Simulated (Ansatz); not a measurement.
Steps of a relaxation of `[AlH2][CH2]OCS` with RKS PBE0-D4/def2-TZVP.

```sh
$ ansatz run in.yaml --threads 4 --pin off --events-out ev --progress --plain --max-ram 10444MiB
```

```yaml
crystal:
  periodic: [false, false, false]
  atoms:
    - {symbol: Al, position_ang: [-0.390725, 1.182855, 2.158381]}
    - {symbol: C, position_ang: [-0.364414, -0.164490, 0.705860]}
    - {symbol: O, position_ang: [0.764650, 0.028432, -0.148716]}
    - {symbol: C, position_ang: [0.802583, -0.814549, -1.257096]}
    - {symbol: S, position_ang: [-0.534333, -0.544527, -2.516637]}
    - {symbol: H, position_ang: [0.625805, 2.417545, 2.174563]}
    - {symbol: H, position_ang: [-1.495516, 1.005414, 3.308441]}
    - {symbol: H, position_ang: [-1.313840, -0.083824, 0.112359]}
    - {symbol: H, position_ang: [-0.382498, -1.209193, 1.116691]}
    - {symbol: H, position_ang: [1.787732, -0.673514, -1.743040]}
    - {symbol: H, position_ang: [0.679478, -1.890057, -0.979530]}
    - {symbol: H, position_ang: [-0.102022, 0.690906, -2.897278]}
basis:
  gaussian: {orbitals: def2-TZVP}
hamiltonian: {xc: pbe0, dispersion: d4}
relax: {f_tol: 0.005, max_steps: 150}
```

Positions (Å) and forces (eV/Å) along the path, 9 of 9 steps:

```xyz
12
step=1 energy=-21656.8831 eV
Al   -0.391    1.183    2.158   -0.009    0.006    0.008
C    -0.364   -0.164    0.706   -0.303   -0.314   -0.133
O     0.765    0.028   -0.149   -0.322   -0.287   -0.100
C     0.803   -0.815   -1.257    0.066   -0.309   -0.223
S    -0.534   -0.545   -2.517    0.603    0.454    0.275
H     0.626    2.418    2.175   -0.124   -0.160   -0.004
H    -1.496    1.005    3.308    0.140    0.016   -0.152
H    -1.314   -0.084    0.112    0.506   -0.009    0.280
H    -0.382   -1.209    1.117    0.097    0.522   -0.228
H     1.788   -0.674   -1.743   -0.555   -0.054    0.247
H     0.679   -1.890   -0.980    0.071    0.604   -0.086
H    -0.102    0.691   -2.897   -0.168   -0.469    0.116
12
step=2 energy=-21656.9253 eV
Al   -0.391    1.176    2.152   -0.004   -0.029   -0.025
C    -0.366   -0.164    0.705   -0.079   -0.124   -0.070
O     0.750    0.038   -0.155   -0.081   -0.079    0.010
C     0.792   -0.812   -1.251   -0.087   -0.022   -0.190
S    -0.527   -0.533   -2.504    0.256    0.134    0.133
H     0.621    2.397    2.169   -0.014   -0.020    0.002
H    -1.487    0.997    3.291    0.015    0.003   -0.014
H    -1.307   -0.090    0.123    0.153   -0.001    0.101
H    -0.359   -1.197    1.108    0.018    0.177   -0.058
H     1.764   -0.674   -1.733   -0.145   -0.032    0.083
H     0.669   -1.870   -0.963    0.018    0.190   -0.034
H    -0.083    0.677   -2.906   -0.049   -0.198    0.062
12
step=3 energy=-21656.9317 eV
Al   -0.391    1.171    2.153    0.002    0.004   -0.002
C    -0.365   -0.164    0.706    0.027    0.010   -0.025
O     0.741    0.047   -0.160   -0.009    0.038    0.049
C     0.781   -0.802   -1.255   -0.085   -0.038   -0.078
S    -0.525   -0.531   -2.502    0.061    0.039    0.038
H     0.620    2.390    2.171    0.005    0.005    0.004
H    -1.485    0.992    3.291   -0.005   -0.004    0.004
H    -1.307   -0.098    0.137   -0.019   -0.001   -0.004
H    -0.344   -1.190    1.110    0.002   -0.018    0.008
H     1.752   -0.673   -1.731    0.023   -0.002    0.000
H     0.655   -1.852   -0.963    0.022   -0.029    0.028
H    -0.054    0.654   -2.923   -0.025   -0.004   -0.024
12
step=4 energy=-21656.9322 eV
Al   -0.391    1.171    2.154    0.000    0.002    0.004
C    -0.365   -0.163    0.707    0.017    0.012   -0.015
O     0.738    0.050   -0.161    0.000    0.025    0.042
C     0.778   -0.801   -1.255   -0.021    0.003   -0.055
S    -0.522   -0.527   -2.503   -0.008   -0.020    0.011
H     0.622    2.389    2.176    0.001    0.001    0.002
H    -1.485    0.990    3.292   -0.002   -0.001    0.001
H    -1.310   -0.100    0.140   -0.013   -0.001   -0.004
H    -0.340   -1.189    1.112   -0.001   -0.013    0.007
H     1.751   -0.674   -1.728    0.018   -0.003    0.001
H     0.653   -1.851   -0.959   -0.003   -0.010    0.004
H    -0.051    0.651   -2.941    0.011    0.005    0.001
12
step=5 energy=-21656.9324 eV
Al   -0.391    1.171    2.156    0.000    0.000    0.002
C    -0.365   -0.162    0.707    0.005    0.004   -0.010
O     0.737    0.052   -0.162    0.001    0.009    0.016
C     0.777   -0.800   -1.256   -0.001   -0.008   -0.021
S    -0.524   -0.527   -2.503   -0.005   -0.005    0.000
H     0.622    2.389    2.180    0.000   -0.001    0.002
H    -1.485    0.988    3.293    0.000   -0.001   -0.001
H    -1.311   -0.100    0.142   -0.001   -0.001    0.001
H    -0.338   -1.189    1.112   -0.001   -0.001    0.002
H     1.750   -0.674   -1.729    0.001    0.000    0.004
H     0.652   -1.849   -0.958    0.000    0.003    0.003
H    -0.047    0.646   -2.948    0.002    0.000    0.001
12
step=6 energy=-21656.9324 eV
Al   -0.390    1.171    2.158   -0.001   -0.004    0.002
C    -0.366   -0.157    0.705    0.001    0.005   -0.009
O     0.734    0.058   -0.166    0.003    0.004    0.006
C     0.778   -0.799   -1.257    0.008    0.008   -0.002
S    -0.524   -0.538   -2.504   -0.004    0.002   -0.002
H     0.632    2.381    2.196    0.000    0.000    0.000
H    -1.492    0.988    3.288    0.001    0.001   -0.001
H    -1.313   -0.094    0.142    0.000   -0.001   -0.002
H    -0.339   -1.184    1.109    0.000   -0.004    0.003
H     1.751   -0.669   -1.730   -0.006   -0.006    0.003
H     0.659   -1.848   -0.955    0.000   -0.001    0.002
H    -0.054    0.637   -2.952   -0.001   -0.002   -0.001
12
step=7 energy=-21656.9324 eV
Al   -0.389    1.169    2.161   -0.005    0.005   -0.004
C    -0.365   -0.155    0.703   -0.003   -0.001    0.003
O     0.735    0.060   -0.167    0.002   -0.001   -0.004
C     0.778   -0.798   -1.258    0.003    0.005    0.009
S    -0.526   -0.541   -2.504    0.001    0.001   -0.001
H     0.635    2.378    2.203    0.002   -0.002    0.001
H    -1.495    0.989    3.287    0.002   -0.003    0.000
H    -1.313   -0.092    0.141    0.002    0.000    0.000
H    -0.338   -1.182    1.107    0.000   -0.002   -0.001
H     1.751   -0.669   -1.731   -0.003   -0.002   -0.003
H     0.660   -1.846   -0.952   -0.001    0.000   -0.001
H    -0.056    0.632   -2.957   -0.001   -0.001    0.000
12
step=8 energy=-21656.9324 eV rejected
Al   -0.391    1.171    2.160    0.017   -0.008    0.010
C    -0.366   -0.152    0.701   -0.014    0.001    0.009
O     0.735    0.064   -0.168    0.000   -0.004   -0.014
C     0.779   -0.797   -1.257   -0.007   -0.003    0.016
S    -0.527   -0.545   -2.503    0.008    0.000    0.001
H     0.639    2.373    2.211   -0.004    0.003   -0.004
H    -1.495    0.986    3.288   -0.006    0.002   -0.004
H    -1.312   -0.089    0.138    0.003   -0.002   -0.001
H    -0.338   -1.179    1.105    0.000    0.005   -0.001
H     1.751   -0.669   -1.731    0.004    0.004   -0.009
H     0.662   -1.844   -0.949   -0.001    0.000   -0.003
H    -0.059    0.626   -2.962    0.000    0.001    0.000
12
step=9 energy=-21656.9324 eV
Al   -0.389    1.170    2.160    0.000    0.000    0.000
C    -0.366   -0.154    0.703   -0.001    0.001   -0.001
O     0.735    0.061   -0.167    0.001    0.001    0.001
C     0.778   -0.798   -1.257    0.000   -0.001    0.000
S    -0.526   -0.542   -2.503    0.000    0.000    0.000
H     0.636    2.377    2.205    0.001    0.000    0.000
H    -1.495    0.987    3.287    0.000    0.000    0.000
H    -1.312   -0.091    0.140    0.000    0.000    0.000
H    -0.338   -1.182    1.106    0.000    0.000    0.000
H     1.750   -0.669   -1.731    0.000    0.000    0.000
H     0.660   -1.846   -0.951    0.000    0.000    0.000
H    -0.057    0.631   -2.958    0.000    0.000    0.000
```

Hardware: 4 threads of an Arm Neoverse V1 on a shared host. Wall time 39 s, peak host memory 0.59 GiB.
